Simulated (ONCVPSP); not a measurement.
## Building the ONCV potential for cobalt (Co) (PBE, scalar-relativistic).

Input for ONCVPSP 4.0.1:

```
# ATOM AND REFERENCE CONFIGURATION
# atsym  z   nc   nv     iexc    psfile
  Co 27.00    3    4        4      upf
#
#   n    l    f
    1    0    2.00
    2    0    2.00
    2    1    6.00
    3    0    2.00
    3    1    6.00
    3    2    7.00
    4    0    2.00
#
# PSEUDOPOTENTIAL AND OPTIMIZATION
# lmax
    2
#
#   l,   rc,      ep,       ncon, nbas, qcut
    0    1.40    0.00    4    7   11.30
    1    1.10    0.00    4    8   13.40
    2    1.30    0.00    4    9   13.40
#
# LOCAL POTENTIAL
# lloc, lpopt,  rc(5),   dvloc0
    4    4    0.95    0.00
#
# VANDERBILT-KLEINMAN-BYLANDER PROJECTORs
# l, nproj, debl
    0    3    3.40
    1    2    2.50
    2    3    1.10
#
# MODEL CORE CHARGE
# icmod, fcfact, rcfact
    3    3.25    1.00
#
# LOG DERIVATIVE ANALYSIS
# epsh1, epsh2, depsh
   -5.00    5.00    0.04
#
# OUTPUT GRID
# rlmax, drl
    6.00    0.01
#
# TEST CONFIGURATIONS
# ncnf
    4
# nvcnf
#   n    l    f
    4
    3    0    2.00
    3    1    6.00
    3    2    7.00
    4    0    1.00
#
    4
    3    0    2.00
    3    1    6.00
    3    2    7.00
    4    0    0.00
#
    4
    3    0    2.00
    3    1    6.00
    3    2    6.00
    4    0    0.00
#
    5
    3    0    2.00
    3    1    6.00
    3    2    6.00
    4    0    2.00
    4    1    1.00
#
```

Command:

```bash
oncvpsp.x < Co.dat > Co.out
```

Resulting log (shortened: citation, most of the input echo, consistency checks and plot data are left out):

```
ONCVPSP  (Optimized Norm-Conservinng Vanderbilt PSeudopotential)
scalar-relativistic version 4.0.1

#   n    l    f        energy (Ha)
    1    0    2.00    -2.7904129E+02
    2    0    2.00    -3.3037771E+01
    2    1    6.00    -2.8294827E+01
    3    0    2.00    -3.7633027E+00
    3    1    6.00    -2.4121014E+00
    3    2    7.00    -3.0149814E-01
    4    0    2.00    -2.0102196E-01

Reference configufation results
  iterations    28
  all-electron total energy (Ha)   -1.39314596D+03

Begin loop to  construct optimized pseudo wave functions
and semi-local pseudopoentials for all angular momenta

   Wellstate for l =  0  n =  6
     eigenvalue =   3.1990
     asymptotic potential =   3.6990
     half-point radius =  3.2903

Calculating optimized projector #   1

 for l=   0

    Fraction of norm inside rc  0.967258
    Optimizing pswf for qcut=  11.30 a_B^-1,  ecut=  63.81 Ha
    Residual kinetic energy error=  3.12D-08 Ha

    Energy error per electron        Cutoff
         Ha          eV             Ha
         0.01000     0.27211       24.80
         0.00100     0.02721       35.38
         0.00010     0.00272       43.63
         0.00001     0.00027       50.20

Calculating optimized projector #   2

 for l=   0

    Fraction of norm inside rc  0.052276
    Optimizing pswf for qcut=  11.30 a_B^-1,  ecut=  63.81 Ha
    Residual kinetic energy error=  1.00D-08 Ha

    Energy error per electron        Cutoff
         Ha          eV             Ha
         0.01000     0.27211        8.47
         0.00100     0.02721       29.13
         0.00010     0.00272       39.57
         0.00001     0.00027       47.62

Calculating optimized projector #   3

 for l=   0

    Fraction of norm inside rc  0.081574
    Optimizing pswf for qcut=  11.30 a_B^-1,  ecut=  63.81 Ha
    Residual kinetic energy error=  1.04D-07 Ha

    Energy error per electron        Cutoff
         Ha          eV             Ha
         0.01000     0.27211       22.21
         0.00100     0.02721       35.99
         0.00010     0.00272       45.69
         0.00001     0.00027       52.96

   Wellstate for l =  1  n =  4
     eigenvalue =   0.0879
     asymptotic potential =   0.5879
     half-point radius =  4.6291

Calculating optimized projector #   1

 for l=   1

    Fraction of norm inside rc  0.823714
    Optimizing pswf for qcut=  13.40 a_B^-1,  ecut=  89.81 Ha
    Residual kinetic energy error=  2.82D-08 Ha

    Energy error per electron        Cutoff
         Ha          eV             Ha
         0.01000     0.27211       28.93
         0.00100     0.02721       36.52
         0.00010     0.00272       42.77
         0.00001     0.00027       61.20

Calculating optimized projector #   2

 for l=   1

    Fraction of norm inside rc  0.031435
    Optimizing pswf for qcut=  13.40 a_B^-1,  ecut=  89.81 Ha
    Residual kinetic energy error=  1.17D-08 Ha

    Energy error per electron        Cutoff
         Ha          eV             Ha
         0.01000     0.27211       20.23
         0.00100     0.02721       29.09
         0.00010     0.00272       36.51
         0.00001     0.00027       43.95

   Wellstate for l =  2  n =  4
     eigenvalue =   0.7985
     asymptotic potential =   1.2985
     half-point radius =  3.3588

   Wellstate for l =  2  n =  5
     eigenvalue =   1.8985
     asymptotic potential =   2.3985
     half-point radius =  3.6695

Calculating optimized projector #   1

 for l=   2

    Fraction of norm inside rc  0.733352
    Optimizing pswf for qcut=  13.39 a_B^-1,  ecut=  89.65 Ha
    Residual kinetic energy error=  3.60D-07 Ha

    Energy error per electron        Cutoff
         Ha          eV             Ha
         0.01000     0.27211       53.11
         0.00100     0.02721       63.62
         0.00010     0.00272       72.15
         0.00001     0.00027       79.25

Calculating optimized projector #   2

 for l=   2

    Fraction of norm inside rc  0.103381
    Optimizing pswf for qcut=  13.39 a_B^-1,  ecut=  89.65 Ha
    Residual kinetic energy error=  1.19D-07 Ha

    Energy error per electron        Cutoff
         Ha          eV             Ha
         0.01000     0.27211       47.91
         0.00100     0.02721       60.60
         0.00010     0.00272       70.56
         0.00001     0.00027       78.60

Calculating optimized projector #   3

 for l=   2

    Fraction of norm inside rc  0.067232
    Optimizing pswf for qcut=  13.39 a_B^-1,  ecut=  89.65 Ha
    Residual kinetic energy error=  3.48D-07 Ha

    Energy error per electron        Cutoff
         Ha          eV             Ha
         0.01000     0.27211       49.42
         0.00100     0.02721       62.28
         0.00010     0.00272       72.56
         0.00001     0.00027       80.67

Construct Vanderbilt / Kleinmman-Bylander projectors

B matrix Hermiticity error, ll=   0
   1   2    3.5144E-04
   1   3    7.5828E-04
   2   3   -1.2384E-04

  Orthonormal projector coefficients  1.6705E+01  3.7031E+00  6.1604E-01

B matrix Hermiticity error, ll=   1
   1   2    2.3790E-04

  Orthonormal projector coefficients  1.1462E+00 -8.7662E-01

B matrix Hermiticity error, ll=   2
   1   2    1.2214E-04
   1   3   -2.0336E-04
   2   3    5.0768E-05

  Orthonormal projector coefficients -1.5653E+01 -6.1605E+00 -1.0484E+00

Model core correction analysis
  based on d2Exc/dn_idn_j

d2excae - all-electron derivatives

   -4.339375D-02   -4.017488D-02   -2.886895D-02   -1.929596D-03
   -4.017511D-02   -3.846471D-02   -2.849927D-02   -2.298839D-03
   -2.886939D-02   -2.849953D-02   -2.608453D-02   -6.826850D-03
   -1.929424D-03   -2.298500D-03   -6.825291D-03   -3.164991D-02

d2excps - pseudofunction derivatives with no core correction

   -4.958695D-02   -4.135014D-02   -3.068801D-02   -2.471620D-03
   -4.135146D-02   -3.950680D-02   -3.119474D-02   -2.404450D-03
   -3.068858D-02   -3.119494D-02   -2.769709D-02   -6.833923D-03
   -2.471555D-03   -2.404114D-03   -6.832366D-03   -3.168516D-02

rms 2nd derivative error    2.039723E-03

rmatch, rhocmatch    0.3920   51.6167

Teter function model core charge with specified parameters

d2excps - pseudofunction derivatives with core correction

   -4.345022D-02   -4.043494D-02   -3.085286D-02   -2.068353D-03
   -4.043506D-02   -3.923928D-02   -3.120235D-02   -2.344093D-03
   -3.085314D-02   -3.120256D-02   -2.765993D-02   -6.845621D-03
   -2.068185D-03   -2.343756D-03   -6.844064D-03   -3.165863D-02

rms 2nd derivative error    1.268556E-03

Pseudoatom total energy -144.584637

Diagnostic tests using Vanderbilt-Kleinman-Bylander pseudopotentials
  1 or more projectors used as specified by nproj input data

   l    rcore       rmatch      e in        delta e   norm test  slope test

   0   1.4015675   1.4441222  -3.7633027   0.0000095   1.0002085   1.0001883
   0   1.4015675   1.4441222  -0.2010220   0.0000043   1.0000379   1.0000265
   0   1.4015675   1.4441222   3.1989780   0.0001101   1.0003010   1.0003010

   1   1.1033030   1.1368017  -2.4121014  -0.0000036   1.0001762   1.0002057
   1   1.1033030   1.1368017   0.0878986   0.0000374   1.0003651   1.0003651

   2   1.3044825   1.3440894  -0.3014981  -0.0000062   1.0001204   1.0001263
   2   1.3044825   1.3440894   0.7985019  -0.0000016   1.0002465   1.0002465
   2   1.3044825   1.3440894   1.8985019   0.0000249   1.0002879   1.0002879

 Testing for bound ghosts
   n   l    E NL Schr. Eq   E Basis Diag.   E Cutoff

   1   0       -3.763293       -3.763293    134.67
   2   0       -0.201018       -0.100298    134.67

   2   1       -2.412105       -2.411904    249.02

   3   2       -0.301504       -0.296313    325.72

 Testing for highly-localized positive-energy ghosts
       l    <radius>/rc     E Basis Diag.   E Cutoff

Test configuration 0

   n   l     f        eae           eps        diff
   1   0  2.0000 -279.04129361
   2   0  2.0000  -33.03777093
   2   1  6.0000  -28.29482653
   3   0  2.0000   -3.76330270   -3.76329322    9.47D-06
   3   1  6.0000   -2.41210144   -2.41210507   -3.63D-06
   3   2  7.0000   -0.30149814   -0.30150439   -6.24D-06
   4   0  2.0000   -0.20102196   -0.20101765    4.31D-06

    Total energies and differences
      AE_ref= -1.39314596D+03  AE_tst= -1.39314596D+03  dif=  0.00D+00
      PS_ref= -1.44584637D+02  PS_tst= -1.44584637D+02  dif=  1.36D-12
      PSP excitation error= -1.36D-12

Test configuration 1

   n   l     f        eae           eps        diff
   1   0  2.0000 -279.36759378
   2   0  2.0000  -33.35691557
   2   1  6.0000  -28.61456758
   3   0  2.0000   -4.08745788   -4.08747649   -1.86D-05
   3   1  6.0000   -2.73676600   -2.73670703    5.90D-05
   3   2  7.0000   -0.62324404   -0.62343356   -1.90D-04
   4   0  1.0000   -0.46903058   -0.46897298    5.76D-05

    Total energies and differences
      AE_ref= -1.39314596D+03  AE_tst= -1.39281409D+03  dif=  3.32D-01
      PS_ref= -1.44584637D+02  PS_tst= -1.44252762D+02  dif=  3.32D-01
      PSP excitation error= -6.42D-06

Test configuration 2

   n   l     f        eae           eps        diff
   1   0  2.0000 -279.74961545
   2   0  2.0000  -33.72818336
   2   1  6.0000  -28.98672406
   3   0  2.0000   -4.46431717   -4.46455644   -2.39D-04
   3   1  6.0000   -3.11384592   -3.11379956    4.64D-05
   3   2  7.0000   -0.99457889   -0.99508114   -5.02D-04

    Total energies and differences
      AE_ref= -1.39314596D+03  AE_tst= -1.39219723D+03  dif=  9.49D-01
      PS_ref= -1.44584637D+02  PS_tst= -1.43635946D+02  dif=  9.49D-01
      PSP excitation error=  3.38D-05

Test configuration 3

   n   l     f        eae           eps        diff
   1   0  2.0000 -280.48161099
   2   0  2.0000  -34.48219464
   2   1  6.0000  -29.73874515
   3   0  2.0000   -5.17238321   -5.17414412   -1.76D-03
   3   1  6.0000   -3.81319088   -3.81373826   -5.47D-04
   3   2  6.0000   -1.65982375   -1.65871700    1.11D-03

    Total energies and differences
      AE_ref= -1.39314596D+03  AE_tst= -1.39087905D+03  dif=  2.27D+00
      PS_ref= -1.44584637D+02  PS_tst= -1.42317748D+02  dif=  2.27D+00
      PSP excitation error=  2.15D-05

Test configuration 4

   n   l     f        eae           eps        diff
   1   0  2.0000 -279.34155658
   2   0  2.0000  -33.36599585
   2   1  6.0000  -28.62040803
   3   0  2.0000   -4.05582069   -4.05625831   -4.38D-04
   3   1  6.0000   -2.69753424   -2.69759551   -6.13D-05
   3   2  6.0000   -0.55763013   -0.55584920    1.78D-03
   4   0  2.0000   -0.28602542   -0.28615000   -1.25D-04
   4   1  1.0000   -0.09643465   -0.09645172   -1.71D-05

    Total energies and differences
      AE_ref= -1.39314596D+03  AE_tst= -1.39279095D+03  dif=  3.55D-01
      PS_ref= -1.44584637D+02  PS_tst= -1.44230311D+02  dif=  3.54D-01
      PSP excitation error=  6.82D-04
```

The run took about 6.4 s on one core of a shared server CPU.
